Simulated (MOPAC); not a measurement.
MOPAC input (AM1):

```
AM1 FORCE THERMO(298,298) PRECISE LET UHF MS=0.5 GEO-OK AUX(PRECISION=9) THREADS=1
C3H7Si

C    -2.44264599 1   -0.23235974 1   -0.01538303 1
C    -1.15468959 1    0.26034876 1   -0.10934040 1
C    -0.01839785 1   -0.49061948 1    0.13470246 1
Si    1.58971167 1    0.19228182 1   -0.00133011 1
H    -2.64469077 1   -1.27147496 1    0.26461250 1
H    -3.31195990 1    0.40108873 1   -0.21832748 1
H    -1.02780461 1    1.32147276 1   -0.39785145 1
H    -0.14530332 1   -1.54505889 1    0.42134869 1
H     2.37573798 1   -0.53629673 1   -0.99970315 1
H     2.30177630 1    0.09089762 1    1.27470317 1
H     1.54982011 1    1.60195724 1   -0.39135210 1
```

Output:

```
 *******************************************************************************
 **                                                                           **
 **                              MOPAC v23.2.5                                **
 **                                                                           **
 *******************************************************************************
 ** MOPAC's Digital Object Identifier: https://doi.org/10.5281/zenodo.6511958 **
 **                                                                           **
 ** Please cite the open-source release paper for use of this MOPAC version:  **
 ** J. E. Moussa and J. J. P. Stewart (2026)                                  **
 ** MOPAC: An open-source semiempirical molecular orbital program             **
 ** J. Open Source Softw., 11(119), 8025, https://doi.org/10.21105/joss.08025 **
 *******************************************************************************

                              AM1 CALCULATION RESULTS

 *******************************************************************************
 *  AM1        - The AM1 Hamiltonian to be used
 *  GEO-OK     - OVERRIDE INTERATOMIC DISTANCE AND OTHER SAFETY CHECKS
 *  UHF        - UNRESTRICTED HARTREE-FOCK CALCULATION
 *  MS=        - IN MECI, MAGNETIC COMPONENT OF SPIN =  0.5
 *  LET        - OVERRIDE SOME SAFETY CHECKS
 *  PRECISE    - TIGHTER CRITERIA TO BE USED
 *  FORCE      - FORCE CALCULATION SPECIFIED
 *  AUX        - OUTPUT AUXILIARY INFORMATION
 *  THERMO     - THERMODYNAMIC QUANTITIES TO BE CALCULATED
 *******************************************************************************
AM1 FORCE THERMO(298,298) PRECISE LET UHF MS=0.5 GEO-OK AUX(PRECISION=9) THREADS=1
 C3H7Si

   ATOM   CHEMICAL          X               Y               Z
  NUMBER   SYMBOL      (ANGSTROMS)     (ANGSTROMS)     (ANGSTROMS)

     1       C         -2.44264599  *  -0.23235974  *  -0.01538303  *
     2       C         -1.15468959  *   0.26034876  *  -0.10934040  *
     3       C         -0.01839785  *  -0.49061948  *   0.13470246  *
     4      Si          1.58971167  *   0.19228182  *  -0.00133011  *
     5       H         -2.64469077  *  -1.27147496  *   0.26461250  *
     6       H         -3.31195990  *   0.40108873  *  -0.21832748  *
     7       H         -1.02780461  *   1.32147276  *  -0.39785145  *
     8       H         -0.14530332  *  -1.54505889  *   0.42134869  *
     9       H          2.37573798  *  -0.53629673  *  -0.99970315  *
    10       H          2.30177630  *   0.09089762  *   1.27470317  *
    11       H          1.54982011  *   1.60195724  *  -0.39135210  *

          CARTESIAN COORDINATES

    NO.       ATOM           X           Y           Z

     1         C         -2.4426     -0.2324     -0.0154
     2         C         -1.1547      0.2603     -0.1093
     3         C         -0.0184     -0.4906      0.1347
     4        Si          1.5897      0.1923     -0.0013
     5         H         -2.6447     -1.2715      0.2646
     6         H         -3.3120      0.4011     -0.2183
     7         H         -1.0278      1.3215     -0.3979
     8         H         -0.1453     -1.5451      0.4213
     9         H          2.3757     -0.5363     -0.9997
    10         H          2.3018      0.0909      1.2747
    11         H          1.5498      1.6020     -0.3914

[...]
 VIBRATION         23   14A'          ATOM PAIR      ENERGY CONTRIBUTION    RADIAL
 FREQUENCY          2246.56         Si 4 -- H 11         +84.8% ( 91.6%)     99.8%
 TRANSITION DIPOLE   0.0786         Si 4 -- H 10          +7.5% ( 27.2%)     82.2%
 TRAVEL (Ang.)       0.2058         Si 4 -- H  9          +7.5% ( 27.2%)     82.2%
 REDUCED MASS        0.7087         C  2 -- Si 4          +0.1% (  3.3%)      8.6%
 EFFECTIVE MASS      1.1934
 FORCE CONSTANT      2.1075

 VIBRATION         24   15A'          ATOM PAIR      ENERGY CONTRIBUTION    RADIAL
 FREQUENCY          3128.63         C  2 -- H  7         +86.5% ( 94.8%)    100.0%
 TRANSITION DIPOLE   0.1153         C  3 -- H  8          +7.5% ( 27.9%)    100.0%
 TRAVEL (Ang.)       0.1693         C  1 -- H  5          +2.2% ( 15.3%)     99.1%
 REDUCED MASS        0.7518         C  2 -- C  3          +1.1% ( 10.4%)     22.3%
 EFFECTIVE MASS      1.4086
 FORCE CONSTANT      4.3355

 VIBRATION         25   16A'          ATOM PAIR      ENERGY CONTRIBUTION    RADIAL
 FREQUENCY          3170.24         C  3 -- H  8         +90.0% ( 95.5%)    100.0%
 TRANSITION DIPOLE   0.3560         C  2 -- H  7          +6.1% ( 24.9%)     99.9%
 TRAVEL (Ang.)       0.1649         C  1 -- H  5          +1.9% ( 13.7%)     99.2%
 REDUCED MASS        0.7822         C  3 -- Si 4          +0.7% (  8.7%)     22.0%
 EFFECTIVE MASS      1.4011
 FORCE CONSTANT      4.6317

 VIBRATION         26   17A'          ATOM PAIR      ENERGY CONTRIBUTION    RADIAL
 FREQUENCY          3195.31         C  1 -- H  5         +50.7% ( 73.0%)     98.2%
 TRANSITION DIPOLE   0.3017         C  1 -- H  6         +43.7% ( 67.8%)     97.5%
 TRAVEL (Ang.)       0.2095         C  2 -- H  7          +3.6% ( 19.5%)    100.0%
 REDUCED MASS        0.4807         C  1 -- C  2          +1.1% ( 10.8%)      0.4%
 EFFECTIVE MASS      1.5651
 FORCE CONSTANT      2.8916

 VIBRATION         27   18A'          ATOM PAIR      ENERGY CONTRIBUTION    RADIAL
 FREQUENCY          3219.33         C  1 -- H  6         +54.8% ( 73.1%)     96.9%
 TRANSITION DIPOLE   0.3727         C  1 -- H  5         +44.3% ( 65.7%)     95.3%
 TRAVEL (Ang.)       0.2078         C  1 -- C  2          +0.6% (  7.7%)     98.5%
 REDUCED MASS        0.4850         C  2 -- H  7          +0.2% (  4.6%)     96.9%
 EFFECTIVE MASS      1.2471
 FORCE CONSTANT      2.9613

      SYMMETRY NUMBER FOR POINT-GROUP Cs  =  1

          SYSTEM IS A GROUND STATE

 C3H7Si

          MOLECULE IS NOT LINEAR

          THERE ARE 27 GENUINE VIBRATIONS IN THIS SYSTEM
          THIS THERMODYNAMICS CALCULATION IS LIMITED TO
          MOLECULES WHICH HAVE NO INTERNAL ROTATIONS

                    CALCULATED THERMODYNAMIC PROPERTIES
                                          *
   TEMP. (K)   PARTITION FUNCTION   H.O.F.    ENTHALPY  HEAT CAPACITY ENTROPY
                                   KCAL/MOL   CAL/MOLE    CAL/K/MOL  CAL/K/MOL

 298.00  VIB.     0.2349D+03                  2277.6413    15.9224    18.4919
         ROT.     0.6261D+05                   888.2803     2.9808    24.9289
         INT.     0.1471D+08                  3165.9216    18.9032    43.4207
         TRA.     0.5805D+27                  1480.4672     4.9680    38.7022
         TOT.                       24.819    4646.3888    23.8712    82.1229

   *: NOTE: HEATS OF FORMATION ARE RELATIVE TO THE
            ELEMENTS IN THEIR STANDARD STATE AT 298K
              (=  Standard Enthalpy of Formation).

            Hvib:  Zero-point energy is not included.
                   frequencies of less than zero cm-1 are not included.
            Hrot = (3/2)RT
            Htra = (3/2)RT + pV = (5/2)RT

            Heat capacity is Cp, not Cv

          For more information, see: HTTP://OpenMOPAC.net/Manual/thermochemistry.html

           FORCE CONSTANT IN CARTESIAN COORDINATES (Millidynes/A)

    ATOM   CHEMICAL       X               Y               Z
   NUMBER   SYMBOL  FORCE CONSTANT  FORCE CONSTANT  FORCE CONSTANT

      1       C       11.402654        9.059231        1.584493
      2       C       10.514476       10.568102        1.889195
      3       C        7.710841        9.890318        1.607608
      4      Si        4.644159        4.439873        4.172623
      5       H        2.204408        4.257691        0.245611
      6       H        2.165029        4.303263        0.238891
      7       H        1.876281        4.465144        0.355450
      8       H        1.761058        4.590010        0.265077
      9       H        0.617052        0.798170        1.948900
     10       H        0.617109        0.798097        1.948916
     11       H        0.577530        2.596537        0.236087

 **********************
 *                    *
 * JOB ENDED NORMALLY *
 *                    *
 **********************

 == MOPAC DONE ==
```
